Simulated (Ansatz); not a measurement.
AlBrGeH4Si, relaxed with RKS PBE0-D4/def2-TZVP in Ansatz 0.2.0 from a PBE-D4/def2-SVP geometry. The force threshold is 0.005 eV/Å; the program also tests the step.

Charge 0, multiplicity 1. The bonds changed during the relaxation, so this is another structure than the one it started from.

Start:

```xyz
8

Br    1.441    1.590    0.960
Si   -0.759    1.150   -0.146
Al    1.175   -0.051   -0.977
Ge   -0.585   -1.189    0.391
H    -1.540    2.316    0.435
H     2.404   -0.034   -1.991
H    -1.632   -1.950   -0.480
H    -0.503   -1.831    1.809
```

```csv
step,energy (eV),largest force (eV/Å),largest move (Å)
1,-141083.5670,0.313,0.000
2,-141083.5886,0.091,0.042
3,-141083.5897,0.055,0.018
4,-141083.5907,0.031,0.011
5,-141083.5908,0.042,0.016
6,-141083.5912,0.029,0.007
7,-141083.5913,0.016,0.008
8,-141083.5914,0.003,0.004
```

End:

```xyz
8

Br    1.412    1.558    0.978
Si   -0.732    1.140   -0.124
Al    1.157   -0.042   -0.984
Ge   -0.577   -1.182    0.380
H    -1.527    2.293    0.400
H     2.382   -0.031   -1.978
H    -1.631   -1.933   -0.462
H    -0.484   -1.802    1.789
```

Hardware: 4 threads of a server CPU on a shared host. Wall time 27 s, peak host memory 0.75 GiB.
